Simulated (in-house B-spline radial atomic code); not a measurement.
**RPA and G0W0 on LDA VWN5: Nb⁵⁺**

Configuration [Ar] 3d10 4s2 4p6, mean-field start LDA VWN5. Computed with a B-spline radial code for spherical atoms: all electrons, scalar-relativistic (spin-free one-electron X2C), finite nucleus, each spin shell either full or empty, empty states to l = 9 with an (l + 1/2)⁻⁴ tail; G0W0 by contour deformation at full frequency.

Command:
```bash
python run_gw.py task.json out
```
Settings (radii: box in bohr, nucleus in fm):
```
Z                        41
electrons                36
configuration            [Ar] 3d10 4s2 4p6
hamiltonian              x2c
method                   lda,vwn
lmax                     9
rms_radius               4.324
spin_polarised           False
box_radius               10.43
intervals                67
```

Run time, properties included: 3.8 s on 1 thread of Arm Neoverse N1 (shared host).

Energies (hartree):

| term | value |
| --- | --- |
| mean-field total | -3809.80655 |
| Hartree-Fock functional on these orbitals | -3812.48152 |
| direct second order | -3.1165 |
| second-order exchange | 0.89208 |
| SOSEX correction | 0.83158 |

(1) What is the RPA correlation energy, and what remains with SOSEX?

Quasi-particle levels (eV):

```tsv
level	occupied	mean field	Σx - vxc	Σc	QP weight	G0W0
4p	yes	-94.11	-8.18	?	?	?
3d	yes	-260.71	-27.56	7.69	0.901	-280.58
4d	no	-57.50	8.99	-2.34	0.966	-50.85
```

G0W0 = mean field + (Σx - vxc) + Σc, with Σc (partial-wave tail included) taken at the quasi-particle energy. Only the outer levels were computed. Levels of low weight are left out.

(2) Where does G0W0 put 4p?

Answers

(1) RPA gives -2.7623 hartree (-2.09 eV per electron); RPA + SOSEX gives -1.9307, and the second-order doubles -2.2245 hartree (no singles). RPA lacks exchange-type terms and so overcorrelates at short range.

(2) At -102.91 eV, with Σc = -0.61 eV and a quasi-particle weight of 0.953. The tabulated removal energy is 102.069 ± 0.006 eV (NIST, semi-empirical); the calculation leaves out spin-orbit coupling, Breit and QED terms, and what these don't explain is the method's own error.
